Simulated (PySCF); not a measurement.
CH₄AlIO, SMILES [I][AlH][O]C. Atoms are numbered in the order given.

```xyz
8

Al     1.1047     0.9932     0.0000
H      2.6728     1.0377     0.0000
I     -0.1567    -1.1355     0.0000
O      0.2441     2.4429     0.0000
C     -1.0634     2.9169     0.0000
H     -1.2447     3.5435     0.8901
H     -1.2447     3.5435    -0.8901
H     -1.8107     2.1023     0.0000
```

Geometry optimised at PBE0-D3(BJ)/def2-SVP. The structure was generated by enumeration; whether it is a known compound was not checked. The def2 effective core potentials stand for the cores of I; spin–orbit coupling is left out. Other conformers were not sampled.

All values below come from PBE/def2-TZVP (PySCF).

ESP charges are fitted to the potential on shells at 1.4 to 2.0 van der Waals radii. Atomic charges (e):

```csv
atom,Löwdin,Mulliken,ESP fit
Al1,-0.20,___,0.59
H2,-0.10,___,-0.18
I3,0.25,-0.21,-0.20
O4,0.10,-0.26,-0.30
C5,-0.38,___,-0.17
H6,0.11,0.12,0.10
H7,0.11,0.12,0.10
H8,0.11,0.12,0.07
```

Q: Fill in the missing entries. (Estimate from the structure and the level; the computed values follow.)

A: 
- Al1, Mulliken: 0.38
- H2, Mulliken: -0.05
- C5, Mulliken: -0.21
